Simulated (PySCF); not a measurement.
## C3H8Si, SMILES `C=C(C)[SiH3]` (charge 0, multiplicity 1)

Method: PySCF 2.14.0 with PBE0-D3(BJ)/def2-TZVP.

```
Property                         Value
-------------  -----------------------
HOMO                          -7.60 eV
dipole moment                   0.80 D
HOMO–LUMO gap                  7.39 eV
LUMO                          -0.22 eV
total energy              -11112.60 eV
cost           roughly 50 core-seconds
```

Bonded distances (Å): C1–C2 1.332, C1–H5 1.085, C1–H6 1.088, C2–C3 1.499, C2–Si4 1.868, C3–H7 1.093, C3–H8 1.095, C3–H9 1.095, Si4–H10 1.486, Si4–H11 1.489, Si4–H12 1.489. Bond angles (°): C2–C1–H5 122.1, C2–C1–H6 121.5, H5–C1–H6 116.4, C1–C2–C3 122.0, C1–C2–Si4 119.5, C3–C2–Si4 118.5, C2–C3–H7 111.6, C2–C3–H8 111.1, C2–C3–H9 111.1, H7–C3–H8 108.2, H7–C3–H9 108.2, H8–C3–H9 106.5, C2–Si4–H10 109.9, C2–Si4–H11 110.4, C2–Si4–H12 110.4, H10–Si4–H11 109.4, H10–Si4–H12 109.4, H11–Si4–H12 107.3.
Charge 0, spin multiplicity 1.
